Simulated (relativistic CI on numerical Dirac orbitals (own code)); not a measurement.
Hyperfine structure of Cr4+, mass number 53

Computed by Dirac-Coulomb-Breit CI, orbitals from a KLI potential per configuration, model QED (radiative potential, 1s self-energy scaled to tabulated hydrogen-like ionisation energies), valence Slater integrals scaled by 0.85, P86 correlation energy added to each configuration (own radial code, finite nucleus).

Configuration list (outside the closed core [Ne]): 3s²3p⁶3d², 3s²3p⁶3d4s, 3s²3p⁶3d4p, 3s²3p⁵3d³, 3s²3p⁶3d4d, 3s²3p⁶3d5s, 3s²3p⁶3d4f, 3s²3p⁶3d5p, 3s²3p⁶4s², 3s3p⁶3d³, 3s²3p⁶3d5d, 3s²3p⁶4s4p, 3s²3p⁶3d5f, 3s²3p⁶3d5g, 3s²3p⁶4p². Double excitations out of closed p, d and f shells are left out; levels of such configurations are missing from the list, as are those of other unlisted configurations, and high levels can miss mixing partners.

Nuclear spin I = 3/2, μ = -0.47431 μN, Q = -0.15 b (tables of Stone and Pyykkö). The electronic factors are computed for point nuclear moments, without core polarisation; leaving it out makes A of s and p electrons in near-neutral atoms 20 to 40 % too small, and it can dominate for d and f shells.

```json
{"Level": "3s²3p⁶3d² ³F2", "E (eV)": "0.0000", "A (MHz)": "-199.7", "B (MHz)": "-30.9"}
{"Level": "3s²3p⁶3d² ³F3", "E (eV)": "0.0598", "A (MHz)": "-130.6", "B (MHz)": "-33.8"}
{"Level": "3s²3p⁶3d² ³F4", "E (eV)": "0.1347", "A (MHz)": "-99.04", "B (MHz)": "-45.4"}
{"Level": "3s²3p⁶3d² ¹D2", "E (eV)": "1.6368", "A (MHz)": "-135.9", "B (MHz)": "38.6"}
{"Level": "3s²3p⁶3d² ³P1", "E (eV)": "1.9110", "A (MHz)": "-7.519", "B (MHz)": "-31.4"}
{"Level": "3s²3p⁶3d² ³P2", "E (eV)": "1.9547", "A (MHz)": "-86.55", "B (MHz)": "62.3"}
{"Level": "3s²3p⁶3d² ¹G4", "E (eV)": "2.6288", "A (MHz)": "-134.1", "B (MHz)": "-179"}
{"Level": "3s²3p⁶3d4s ³D1", "E (eV)": "21.3962", "A (MHz)": "378.7", "B (MHz)": "-34.9"}
```

Levels with J = 0, under 50 % of one LS term, or S terms without an open s electron are left out. Small factors come from cancelling terms and can be off by tens of per cent or more.

At this charge configurations can still be misplaced by up to about 7 % of their energy. 45 of the 45 excited levels that our extract of the measured tables holds in this range could be paired (the sources list more); they are missed by 3342 cm⁻¹ on average and 5396 at most, and levels without a partner can miss by more.

Question: Give the hyperfine levels of 3s²3p⁶3d² ³F2 relative to its centre of gravity.

Answer: With K = F(F + 1) − I(I + 1) − J(J + 1), E = AK/2 + B[¾K(K + 1) − I(I + 1)J(J + 1)]/[2I(2I − 1)J(2J − 1)]: F = 1/2: 871.7, F = 3/2: 599.2, F = 5/2: 119.2, F = 7/2: -606.9 MHz.
